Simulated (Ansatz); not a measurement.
`C=N[SiH2]CF` + H–F → `C=N[SiH2]F` + `CF` at 298.15 K and 1 bar (ligand exchange at the Si–C bond).

Isolated molecules relaxed with PBE0-D4/def2-TZVP in Ansatz; ΔE leaves out vibrations. CCSD(T)/CBS is the MP2 limit (def2-TZVPP, def2-QZVPP) plus CCSD(T) − MP2 in def2-TZVPP, frozen cores. This one scheme is used for every species. One conformer a species, not always the lowest.

```csv
species,CCSD(T)/CBS energy (Eh),H − E (kJ/mol),S (J/(mol·K))
`C=N[SiH2]CF`,-523.26123,224.3,343.7
H–F,-100.39570,33.5,173.6
`C=N[SiH2]F`,-484.08456,149.9,303.3
`CF`,-139.63461,113.4,222.6
```

H − E and S are ideal-gas, rigid-rotor, harmonic terms from PBE0-D4/def2-TZVP, for one conformer and one mirror image of each species. 1 Eh = 2625.50 kJ/mol, R = 8.31446 J/(mol·K).

**Question.** By hand: ΔE, ΔH, ΔS and ΔG.

**Answer.** ΔE = (-484.08456) + (-139.63461) − (-523.26123) − (-100.39570) = -0.06224 Eh = -163.4 kJ/mol. Δ(H − E) = 149.9 + 113.4 − 224.3 − 33.5 = 5.5, so ΔH = -157.9 kJ/mol. ΔS = 303.3 + 222.6 − 343.7 − 173.6 = 8.6 J/(mol·K). ΔG = -157.9 − 298.15 × (8.6)/1000 = -160.5 kJ/mol.

**Question.** By hand: the equilibrium constant, and the temperature at which ΔG would vanish if ΔH and ΔS stayed fixed.

**Answer.** log₁₀ K = −ΔG/(RT ln 10) = 28.1. ΔH and −TΔS have one sign here, so there is no such temperature.

The number of gas molecules stays the same, so ΔS is small and ΔH decides. A doubt of 5 kJ/mol in ΔE shifts log₁₀ K by 0.9 here. Other conformers and mirror images would add mixing entropy, several J/(mol·K) or more a flexible species. These are equilibria of isolated gas molecules and say nothing of rates. Largest T1 diagnostic: 0.013 (customary marks: 0.02 for closed shells, 0.045 for open ones).

ΔS is within the doubt of such terms, so its sign, and with it that verdict, could turn.
